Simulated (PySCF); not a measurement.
## Calculated NMR data

Theoretical values (PySCF): GFN2-xTB structure, shieldings: GIAO PBE0/pcSseg-1. Equivalent nuclei averaged, single conformer, isolated molecule, non-relativistic.

Referencing at the same level of theory: TMS for $^{1}$H, $^{13}$C. Where no couplings were computed, multiplicities follow the n + 1 count of equivalent neighbours, and m marks all less simple cases (inequivalent or close neighbours, rings, F or P nearby). Acid and N–H amide carbonyl carbons lie up to 10 ppm further downfield in solution (hydrogen bonding). Shifts are as computed. Against solution values, carbons near 30 ppm lie about +3 ppm off and those near 130 ppm about +5 ppm (rms about the fit 2.1 ppm; single classes can miss by 10 ppm). Of 1328 compounds with measured shifts, 309 miss one by over three times the rms of a fit or turn the order of signals round; such compounds aren't used in these exercises. Signals without a measured value on file couldn't be tested in this way; 1H shifts scatter by 0.2 ppm about their fit, and single ones miss by 0.5 ppm. OH and NH positions are gas-phase values without hydrogen bonding to other molecules.

Compound 1 (C5H14OSi). $^{1}$H NMR (600 MHz, computed): δ 3.83 (q, 2H), 1.29 (t, 3H), 0.04 (s, 9H). $^{13}$C{$^{1}$H} NMR (computed): δ 61.3 (CH2), 20.8 (CH3), -0.2 (CH3). Structure: trimethylethoxysilane (SMILES [Si](OCC)(C)(C)C).

Compound 2 (C4H6O2Si). $^{1}$H NMR (600 MHz, computed): δ 6.14 (br s, 1H), 4.08 (t, 3H), 2.01 (q, 2H). $^{13}$C{$^{1}$H} NMR (computed): δ 158.5 (C), 97.9 (C), 77.5 (C), 0.8 (CH2). Structure: `C(=O)(O)C#CC[SiH3]`.

Compound 3 (C6H10O2). $^{1}$H NMR (600 MHz, computed): δ 5.29 (q, 1H), 2.17 (s, 3H), 2.08 (s, 3H), 1.75 (d, 3H). $^{13}$C{$^{1}$H} NMR (computed): δ 174.7 (C), 156.7 (C), 120.1 (CH), 23.7 (CH3), 21.8 (CH3), 14.2 (CH3). Structure: `C(=C\C)(/C)OC(C)=O`.
